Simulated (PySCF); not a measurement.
H$_{2}$O$_{2}$Zn (SMILES [OH][Zn][OH]), singlet, at a GFN2-xTB geometry (such geometries of metal compounds can be far from the true shape), with bond 5-4 at 1.6 times its length; R2SCAN/STO-3G run with PySCF.

Input for PySCF:
```python
from pyscf import gto, scf, dft

mol = gto.Mole()
mol.atom = '''
    Zn   -0.00043581    0.16948187    0.03107190
    O     1.25323209   -0.15772531   -1.08183775
    H     1.82660149    0.51561231   -1.44172741
    O    -1.25144443   -0.53747576    0.95438330
    H    -2.17365886    0.26094976    1.87409962
'''
mol.basis = 'sto-3g'
mol.verbose = 4
mol.build()

mf = dft.RKS(mol)
mf.xc = 'r2scan'
mf.level_shift = 1.0
mf.max_cycle = 100
mf.kernel()
```

What the program printed (banner, timings and long lists left out):

```
PySCF version 2.14.0

[INPUT] verbose = 4
[INPUT] num. atoms = 5
[INPUT] num. electrons = 48
[INPUT] charge = 0
[INPUT] spin (= nelec alpha-beta = 2S) = 0
[INPUT] symmetry False subgroup None
[INPUT] Mole.unit = angstrom
[INPUT] Symbol           X                Y                Z      unit          X                Y                Z       unit  Magmom
[...]
nuclear repulsion = 180.680360260829
number of shells = 16
number of NR pGTOs = 90
number of NR cGTOs = 30
basis = sto-3g
ecp = {}

******** <class 'pyscf.dft.rks.RKS'> ********
method = RKS
initial guess = minao
damping factor = 0
level_shift factor = 1.0
DIIS = <class 'pyscf.scf.diis.CDIIS'>
diis_start_cycle = 1
diis_space = 8
diis_damp = 0
SCF conv_tol = 1e-09
SCF conv_tol_grad = None
SCF max_cycles = 100
direct_scf = True
direct_scf_tol = 1e-13
XC library pyscf.dft.libxc version 7.1.2
    S. Lehtola, C. Steigemann, M. J. T. Oliveira, and M. A. L. Marques,  SoftwareX 7, 1–5 (2018)
XC functionals = r2scan
    J. W. Furness, A. D. Kaplan, J. Ning, J. P. Perdew, and J. Sun,  J. Phys. Chem. Lett. 11, 8208–8215 (2020)
    J. W. Furness, A. D. Kaplan, J. Ning, J. P. Perdew, and J. Sun,  J. Phys. Chem. Lett. 11, 9248–9248 (2020)
    J. W. Furness, A. D. Kaplan, J. Ning, J. P. Perdew, and J. Sun,  J. Phys. Chem. Lett. 11, 8208–8215 (2020)
    J. W. Furness, A. D. Kaplan, J. Ning, J. P. Perdew, and J. Sun,  J. Phys. Chem. Lett. 11, 9248–9248 (2020)
radial grids:
    Treutler-Ahlrichs [JCP 102, 346 (1995); DOI:10.1063/1.469408] (M4) radial grids

becke partition: Becke, JCP 88, 2547 (1988); DOI:10.1063/1.454033
pruning grids: <function nwchem_prune>
grids dens level: 3
symmetrized grids: False
atomic radii adjust function: <function treutler_atomic_radii_adjust>
small_rho_cutoff = 0
Set gradient conv threshold to 3.16228e-05
Initial guess from minao.
tot grids = 68424
init E= -1906.35442241205
[...]
cycle= 1 E= -1907.68726766446  delta_E= -1.33  |g|= 0.857  |ddm|= 2.78
[...]
cycle= 2 E= -1908.04785748203  delta_E= -0.361  |g|= 0.309  |ddm|= 1.13
[...]
cycle= 3 E= -1908.09136998574  delta_E= -0.0435  |g|= 0.206  |ddm|= 0.371
[...]
cycle= 4 E= -1908.10838301882  delta_E= -0.017  |g|= 0.139  |ddm|= 0.195
[...]
cycle= 5 E= -1908.11739627212  delta_E= -0.00901  |g|= 0.104  |ddm|= 0.134
[...]
cycle= 6 E= -1908.12242547192  delta_E= -0.00503  |g|= 0.0851  |ddm|= 0.103
[...]
cycle= 7 E= -1908.12569354314  delta_E= -0.00327  |g|= 0.0731  |ddm|= 0.0804
[...]
cycle= 8 E= -1908.12788701877  delta_E= -0.00219  |g|= 0.0689  |ddm|= 0.0688
[...]
cycle= 9 E= -1908.12994377422  delta_E= -0.00206  |g|= 0.0599  |ddm|= 0.0642
[...]
cycle= 10 E= -1908.13123243612  delta_E= -0.00129  |g|= 0.0606  |ddm|= 0.0558
[...]
cycle= 11 E= -1908.13216987658  delta_E= -0.000937  |g|= 0.0643  |ddm|= 0.0502
[...]
cycle= 12 E= -1908.13312039266  delta_E= -0.000951  |g|= 0.0649  |ddm|= 0.0476
[...]
cycle= 13 E= -1908.13437265589  delta_E= -0.00125  |g|= 0.0541  |ddm|= 0.0475
[...]
cycle= 14 E= -1908.13500791955  delta_E= -0.000635  |g|= 0.0565  |ddm|= 0.041
[...]
cycle= 15 E= -1908.13495393346  delta_E= 5.4e-05  |g|= 0.0733  |ddm|= 0.0385
[...]
cycle= 16 E= -1908.13487117009  delta_E= 8.28e-05  |g|= 0.0857  |ddm|= 0.0336
[...]
cycle= 17 E= -1908.13519256263  delta_E= -0.000321  |g|= 0.0876  |ddm|= 0.0305
[...]
cycle= 18 E= -1908.13556971291  delta_E= -0.000377  |g|= 0.0884  |ddm|= 0.029
[...]
cycle= 19 E= -1908.1359403421  delta_E= -0.000371  |g|= 0.0886  |ddm|= 0.0275
[...]
cycle= 20 E= -1908.13635832392  delta_E= -0.000418  |g|= 0.0878  |ddm|= 0.0265
[...]
cycle= 21 E= -1908.13705418248  delta_E= -0.000696  |g|= 0.0791  |ddm|= 0.0272
[...]
cycle= 22 E= -1908.13769936967  delta_E= -0.000645  |g|= 0.0714  |ddm|= 0.0271
[...]
cycle= 23 E= -1908.13817900287  delta_E= -0.00048  |g|= 0.0663  |ddm|= 0.0251
[...]
cycle= 24 E= -1908.1385170409  delta_E= -0.000338  |g|= 0.0641  |ddm|= 0.0231
[...]
cycle= 25 E= -1908.13856956968  delta_E= -5.25e-05  |g|= 0.0686  |ddm|= 0.02
[...]
cycle= 26 E= -1908.13878891124  delta_E= -0.000219  |g|= 0.0681  |ddm|= 0.02
[...]
cycle= 27 E= -1908.13876290593  delta_E= 2.6e-05  |g|= 0.0738  |ddm|= 0.018
[...]
cycle= 28 E= -1908.13896206402  delta_E= -0.000199  |g|= 0.0727  |ddm|= 0.0183
[...]
cycle= 29 E= -1908.13916258258  delta_E= -0.000201  |g|= 0.0712  |ddm|= 0.018
[...]
cycle= 30 E= -1908.13944788885  delta_E= -0.000285  |g|= 0.0678  |ddm|= 0.0185
[...]
cycle= 31 E= -1908.13973861491  delta_E= -0.000291  |g|= 0.0641  |ddm|= 0.0184
[...]
cycle= 32 E= -1908.14001363901  delta_E= -0.000275  |g|= 0.0604  |ddm|= 0.0177
[...]
cycle= 33 E= -1908.1401605938  delta_E= -0.000147  |g|= 0.0601  |ddm|= 0.0152
[...]
cycle= 34 E= -1908.1403209176  delta_E= -0.00016  |g|= 0.0588  |ddm|= 0.0149
[...]
cycle= 35 E= -1908.14052996139  delta_E= -0.000209  |g|= 0.0553  |ddm|= 0.0154
[...]
cycle= 36 E= -1908.14044966781  delta_E= 8.03e-05  |g|= 0.0612  |ddm|= 0.012
[...]
cycle= 37 E= -1908.14064869724  delta_E= -0.000199  |g|= 0.0567  |ddm|= 0.014
[...]
cycle= 38 E= -1908.14088262738  delta_E= -0.000234  |g|= 0.0521  |ddm|= 0.0156
[...]
cycle= 39 E= -1908.14088957878  delta_E= -6.95e-06  |g|= 0.0554  |ddm|= 0.0122
[...]
cycle= 40 E= -1908.1409439751  delta_E= -5.44e-05  |g|= 0.0564  |ddm|= 0.0121
[...]
cycle= 41 E= -1908.14083494677  delta_E= 0.000109  |g|= 0.0621  |ddm|= 0.0111
[...]
cycle= 42 E= -1908.14086697693  delta_E= -3.2e-05  |g|= 0.063  |ddm|= 0.0099
[...]
cycle= 43 E= -1908.14109447571  delta_E= -0.000227  |g|= 0.0571  |ddm|= 0.0126
[...]
cycle= 44 E= -1908.14135152728  delta_E= -0.000257  |g|= 0.0508  |ddm|= 0.0137
[...]
cycle= 45 E= -1908.14161509017  delta_E= -0.000264  |g|= 0.0433  |ddm|= 0.0157
[...]
cycle= 46 E= -1908.1416440779  delta_E= -2.9e-05  |g|= 0.0454  |ddm|= 0.0111
[...]
cycle= 47 E= -1908.14163922368  delta_E= 4.85e-06  |g|= 0.0482  |ddm|= 0.00998
[...]
cycle= 48 E= -1908.14164479599  delta_E= -5.57e-06  |g|= 0.0501  |ddm|= 0.00945
[...]
cycle= 49 E= -1908.14179219755  delta_E= -0.000147  |g|= 0.0462  |ddm|= 0.0122
[...]
cycle= 50 E= -1908.1419614942  delta_E= -0.000169  |g|= 0.0415  |ddm|= 0.0132
[...]
cycle= 51 E= -1908.14207196931  delta_E= -0.00011  |g|= 0.0393  |ddm|= 0.0114
[...]
cycle= 52 E= -1908.14210311947  delta_E= -3.12e-05  |g|= 0.0402  |ddm|= 0.00944
[...]
cycle= 53 E= -1908.14207202209  delta_E= 3.11e-05  |g|= 0.0439  |ddm|= 0.00837
[...]
cycle= 54 E= -1908.1420512263  delta_E= 2.08e-05  |g|= 0.0464  |ddm|= 0.00791
[...]
cycle= 55 E= -1908.14203125161  delta_E= 2e-05  |g|= 0.0485  |ddm|= 0.0075
[...]
cycle= 56 E= -1908.14206119137  delta_E= -2.99e-05  |g|= 0.0484  |ddm|= 0.00807
[...]
cycle= 57 E= -1908.14205852959  delta_E= 2.66e-06  |g|= 0.0498  |ddm|= 0.00743
[...]
cycle= 58 E= -1908.14205578534  delta_E= 2.74e-06  |g|= 0.0511  |ddm|= 0.00707
[...]
cycle= 59 E= -1908.14241278905  delta_E= -0.000357  |g|= 0.0376  |ddm|= 0.0194
[...]
cycle= 60 E= -1908.14247828552  delta_E= -6.55e-05  |g|= 0.036  |ddm|= 0.0092
[...]
cycle= 61 E= -1908.14239745374  delta_E= 8.08e-05  |g|= 0.0422  |ddm|= 0.00764
[...]
cycle= 62 E= -1908.14245021594  delta_E= -5.28e-05  |g|= 0.0404  |ddm|= 0.00712
[...]
cycle= 63 E= -1908.14245419129  delta_E= -3.98e-06  |g|= 0.0415  |ddm|= 0.00611
[...]
cycle= 64 E= -1908.14244984027  delta_E= 4.35e-06  |g|= 0.0427  |ddm|= 0.00571
[...]
cycle= 65 E= -1908.14243444943  delta_E= 1.54e-05  |g|= 0.0443  |ddm|= 0.00539
[...]
cycle= 66 E= -1908.14248368965  delta_E= -4.92e-05  |g|= 0.0427  |ddm|= 0.00658
[...]
cycle= 67 E= -1908.14243633897  delta_E= 4.74e-05  |g|= 0.0458  |ddm|= 0.00557
[...]
cycle= 68 E= -1908.14248140119  delta_E= -4.51e-05  |g|= 0.0439  |ddm|= 0.00682
[...]
cycle= 69 E= -1908.14252864568  delta_E= -4.72e-05  |g|= 0.0425  |ddm|= 0.00667
[...]
cycle= 70 E= -1908.1424315976  delta_E= 9.7e-05  |g|= 0.0478  |ddm|= 0.006
[...]
cycle= 71 E= -1908.14249009219  delta_E= -5.85e-05  |g|= 0.0456  |ddm|= 0.00615
[...]
cycle= 72 E= -1908.14279643013  delta_E= -0.000306  |g|= 0.0318  |ddm|= 0.0186
[...]
cycle= 73 E= -1908.14290353934  delta_E= -0.000107  |g|= 0.0267  |ddm|= 0.00987
[...]
cycle= 74 E= -1908.14291384566  delta_E= -1.03e-05  |g|= 0.0279  |ddm|= 0.00613
[...]
cycle= 75 E= -1908.14293409063  delta_E= -2.02e-05  |g|= 0.0279  |ddm|= 0.00565
[...]
cycle= 76 E= -1908.14294088689  delta_E= -6.8e-06  |g|= 0.0285  |ddm|= 0.00503
[...]
cycle= 77 E= -1908.14292072611  delta_E= 2.02e-05  |g|= 0.0308  |ddm|= 0.00446
[...]
cycle= 78 E= -1908.1428819559  delta_E= 3.88e-05  |g|= 0.0338  |ddm|= 0.00438
[...]
cycle= 79 E= -1908.14284278296  delta_E= 3.92e-05  |g|= 0.0364  |ddm|= 0.00413
[...]
cycle= 80 E= -1908.14291868863  delta_E= -7.59e-05  |g|= 0.0322  |ddm|= 0.00693
[...]
cycle= 81 E= -1908.14292122284  delta_E= -2.53e-06  |g|= 0.0328  |ddm|= 0.00415
[...]
cycle= 82 E= -1908.14289142753  delta_E= 2.98e-05  |g|= 0.0352  |ddm|= 0.00373
[...]
cycle= 83 E= -1908.14290478594  delta_E= -1.34e-05  |g|= 0.0347  |ddm|= 0.00367
[...]
cycle= 84 E= -1908.14298396977  delta_E= -7.92e-05  |g|= 0.0304  |ddm|= 0.0067
[...]
cycle= 85 E= -1908.14295564971  delta_E= 2.83e-05  |g|= 0.0332  |ddm|= 0.00395
[...]
cycle= 86 E= -1908.14292630315  delta_E= 2.93e-05  |g|= 0.0353  |ddm|= 0.00319
[...]
cycle= 87 E= -1908.14285586874  delta_E= 7.04e-05  |g|= 0.0396  |ddm|= 0.0052
[...]
cycle= 88 E= -1908.14289005591  delta_E= -3.42e-05  |g|= 0.0374  |ddm|= 0.00419
[...]
cycle= 89 E= -1908.14298891425  delta_E= -9.89e-05  |g|= 0.0315  |ddm|= 0.00648
[...]
cycle= 90 E= -1908.1430348245  delta_E= -4.59e-05  |g|= 0.029  |ddm|= 0.0046
[...]
cycle= 91 E= -1908.1430596243  delta_E= -2.48e-05  |g|= 0.028  |ddm|= 0.00373
[...]
cycle= 92 E= -1908.14307672033  delta_E= -1.71e-05  |g|= 0.0273  |ddm|= 0.0035
[...]
cycle= 93 E= -1908.14307472353  delta_E= 2e-06  |g|= 0.0282  |ddm|= 0.00344
[...]
cycle= 94 E= -1908.14306824825  delta_E= 6.48e-06  |g|= 0.0291  |ddm|= 0.00271
[...]
cycle= 95 E= -1908.14307700619  delta_E= -8.76e-06  |g|= 0.0288  |ddm|= 0.00315
[...]
cycle= 96 E= -1908.14311724909  delta_E= -4.02e-05  |g|= 0.0264  |ddm|= 0.00598
[...]
cycle= 97 E= -1908.14311709468  delta_E= 1.54e-07  |g|= 0.0268  |ddm|= 0.003
[...]
cycle= 98 E= -1908.14310830796  delta_E= 8.79e-06  |g|= 0.0278  |ddm|= 0.00274
[...]
cycle= 99 E= -1908.14311170756  delta_E= -3.4e-06  |g|= 0.0279  |ddm|= 0.00355
[...]
cycle= 100 E= -1908.1432418008  delta_E= -0.00013  |g|= 0.0161  |ddm|= 0.013
SCF not converged.
SCF energy = -1908.1432418008
```

The run did not converge; its last values are not results.
